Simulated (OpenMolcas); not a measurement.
V4+ (d1) among equal point charges was computed by CASSCF with the d shell active (OpenMolcas, ANO-RCC-VDZP on the metal). Its lowest spin-free states, and all those of the highest spin:

```
2S+1  Degeneracy  E (cm-1)
   2           1       0.0
   2           2      1509
   2           1      3058
   2           1      5801
```

Task: Is the site octahedral, tetrahedral or cube-like, axial, or of lower symmetry?

Result: The states with 2S+1 = 2 have orbital degeneracies 1, 2, 1, 1. There are pairs but no triples, so the site is axial: not cubic, but with a proper or improper axis of order three or more. The run had V4+ among 6 point charges of -2 e arranged as a tetragonal octahedron (D4h), 2.12 Å from the ion, with the axial distance 1.972 Å.

Point charges carry no covalency, so the field is a model and not that of real ligands. No measured value stands beside these numbers.
